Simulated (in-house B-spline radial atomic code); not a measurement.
Be⁺. Computed with a B-spline radial atomic code. Model: all-electron spherical atom, spin shells full or empty, radial basis limit, no spin-orbit coupling: exact exchange with a local potential (Slater, KLI or optimised effective potential, whose far tail is KLI's), no correlation.

Empty minority-spin level lies below the highest occupied level: each spin potential is zero at infinity, spin occupations fixed.

The run also made RPA and GW results, which its time includes.

The Slater potential averages the orbital exchange potentials with the orbital densities as weights, KLI adds orbital constants, and the optimised effective potential minimises the exact-exchange energy among local potentials. So their energies lie above Hartree-Fock in the order OEP, KLI, Slater. All fall off as −1/r, unlike LDA and GGA exchange.

Command:
```bash
python run_gw.py task.json out
```
Settings (lengths in bohr, energies in hartree):
```
Z                      4
electrons              3
configuration          [He] 2s1
hamiltonian            nr
method                 kli
lmax                   9
spin_polarised         True
box_radius             23.78
intervals              62
ion_configuration      1s2
```

Run time, properties included: 2.3 s on 1 thread of Arm Neoverse N1, on a shared host.

Given: hamiltonian non-relativistic; mean-field start exchange-only KLI.

Computed: energy above Hartree-Fock 0.43081 millihartree; virial ratio -E/T less 1 -0.001255.

```
radius (bohr)  r times exchange potential up (hartree bohr)  r times exchange potential down (hartree bohr)
       0.0125                                     -0.040687                                       -0.045854
       0.0148                                      -0.04814                                       -0.054259
       0.0175                                     -0.056868                                       -0.064107
       0.0208                                     -0.067504                                       -0.076113
       0.0246                                     -0.079695                                       -0.089885
       0.0291                                     -0.094049                                        -0.10612
       0.0345                                      -0.11113                                        -0.12546
       0.0408                                      -0.13084                                        -0.14782
       0.0484                                             ?                                               ?
       0.0573                                      -0.18114                                        -0.20512
       0.0678                                        -0.212                                        -0.24051
       0.0803                                      -0.24745                                        -0.28142
       0.0951                                      -0.28747                                          -0.328
        0.113                                      -0.33292                                        -0.38154
        0.133                                      -0.37973                                        -0.43761
        0.158                                      -0.43232                                        -0.50207
        0.187                                             ?                                               ?
        0.221                                      -0.53697                                        -0.63799
        0.262                                      -0.58575                                        -0.70799
        0.311                                      -0.62716                                         -0.7755
        0.368                                      -0.65618                                        -0.83577
        0.436                                      -0.66958                                        -0.88776
        0.516                                      -0.66278                                        -0.92889
        0.611                                      -0.63065                                        -0.95903
        0.723                                      -0.56871                                        -0.97883
        0.857                                      -0.48987                                         -0.9905
         1.01                                      -0.46798                                        -0.99624
          1.2                                      -0.54927                                        -0.99883
         1.42                                      -0.66129                                         -0.9997
         1.69                                      -0.76419                                        -0.99994
            2                                      -0.84595                                        -0.99999
         2.36                                      -0.90841                                              -1
          2.8                                      -0.95336                                              -1
         3.31                                      -0.97965                                              -1
         3.92                                      -0.99285                                              -1
         4.65                                      -0.99807                                              -1
          5.5                                      -0.99961                                              -1
```

Task: What belongs in the row 0.0484?

Result: r times exchange potential up (hartree bohr): -0.15426; r times exchange potential down (hartree bohr): -0.17445.

Task: What belongs in the row 0.187?

Result: r times exchange potential up (hartree bohr): -0.48528; r times exchange potential down (hartree bohr): -0.5692.

| occupied | level (hartree) | Hartree-Fock level (hartree) |
| --- | --- | --- |
| 1s up | -4.6259 | -5.1589 |
| 1s down | -5.1146 | -5.1177 |
| 2s up | -0.66603 | -0.66626 |

| empty | level (hartree) |
| --- | --- |
| 2s down | -0.80536 |
| 2p down | -0.69352 |
| 2p up | ? |
| 3s down | -0.29244 |
| 3s up | -0.26693 |
| 3p down | -0.26247 |
| 3d down | ? |
| 3p up | -0.22894 |
| 3d up | -0.22214 |

Task: What belongs in the row 2p up?

Result: level (hartree): -0.51887.

Task: What belongs in the row 3d down?

Result: level (hartree): -0.23067.

The highest level, 2s up, differs from Hartree-Fock by +0.0064 eV and the deepest, 1s down, by +0.085 eV: a local potential can match the highest level but can't give each shell its own exchange.
